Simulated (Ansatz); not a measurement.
Consider the hydrogenolysis of the Sn–Cl bond: `[SiH3][O][SnH2][Cl]` + H₂ → `[SiH3][O][SnH3]` + HCl.

Program: Ansatz. Geometries: PBE0-D4/def2-TZVP. ΔE: electronic, gas phase. CBS: MP2 limit from def2 TZ/QZ plus the TZ coupled-cluster correction, frozen cores. This one scheme is used for every species. DFT in def2-TZVPP. B3LYP here is the variant with VWN-RPA as its local correlation; programs differ in this. HSE06 is defined as in plane-wave codes. Elements past krypton have def2 core potentials. For Sn outer-core shells are correlated without core-valence functions, which leaves a few kJ/mol of doubt a bond. Each species was taken in one conformer, which may not be the lowest.

```json
{"level": "PBE-D4", "ΔE (kJ/mol)": "78.6", "difference from CCSD(T)/CBS": "-4.0"}
{"level": "B97M-V", "ΔE (kJ/mol)": "74.4", "difference from CCSD(T)/CBS": "-8.2"}
{"level": "B3LYP-D4", "ΔE (kJ/mol)": "80.3", "difference from CCSD(T)/CBS": "-2.3"}
{"level": "r2SCAN0-D4", "ΔE (kJ/mol)": "80.0", "difference from CCSD(T)/CBS": "-2.6"}
{"level": "HSE06-D4", "ΔE (kJ/mol)": "76.9", "difference from CCSD(T)/CBS": "-5.7"}
{"level": "PBE0", "ΔE (kJ/mol)": "72.3", "difference from CCSD(T)/CBS": "-10.3"}
{"level": "r2SCANh", "ΔE (kJ/mol)": "80.5", "difference from CCSD(T)/CBS": "-2.1"}
{"level": "r2SCAN0", "ΔE (kJ/mol)": "78.5", "difference from CCSD(T)/CBS": "-4.1"}
{"level": "RPA@PBE/def2-TZVPP", "ΔE (kJ/mol)": "66.9", "difference from CCSD(T)/CBS": "-15.7"}
{"level": "CCSD(T)/def2-SVP", "ΔE (kJ/mol)": "67.0", "difference from CCSD(T)/CBS": "-15.6"}
{"level": "MP2/def2-TZVPP", "ΔE (kJ/mol)": "81.0", "difference from CCSD(T)/CBS": "-1.6"}
{"level": "SCS-MP2/def2-TZVPP", "ΔE (kJ/mol)": "76.8", "difference from CCSD(T)/CBS": "-5.8"}
{"level": "CCSD/def2-TZVPP", "ΔE (kJ/mol)": "68.3", "difference from CCSD(T)/CBS": "-14.3"}
{"level": "CCSD(T)/def2-TZVPP", "ΔE (kJ/mol)": "71.6", "difference from CCSD(T)/CBS": "-11.0"}
{"level": "HF/CBS(def2)", "ΔE (kJ/mol)": "72.8", "difference from CCSD(T)/CBS": "-9.8"}
{"level": "MP2/CBS(def2)", "ΔE (kJ/mol)": "92.0", "difference from CCSD(T)/CBS": "9.4"}
{"level": "CCSD(T)/CBS", "ΔE (kJ/mol)": "82.6", "difference from CCSD(T)/CBS": "0"}
```

Largest T1 diagnostic among the species: 0.013.

From r2SCAN to r2SCAN0 (25 % exact exchange), in def2-TZVPP and without D4, ΔE moves by −3.4 kJ/mol. Leaving LDA and LC-ωPBE aside and taking each functional with its dispersion term where it has one, the values, not all of them listed here, spread over 8.9 kJ/mol, from CAM-B3LYP-D4 to r2SCAN-D4. LDA lies −6.6 kJ/mol from PBE without D4. At CCSD(T), def2-SVP lies −15.6 kJ/mol from the extrapolated value and def2-TZVPP −11.0 kJ/mol.
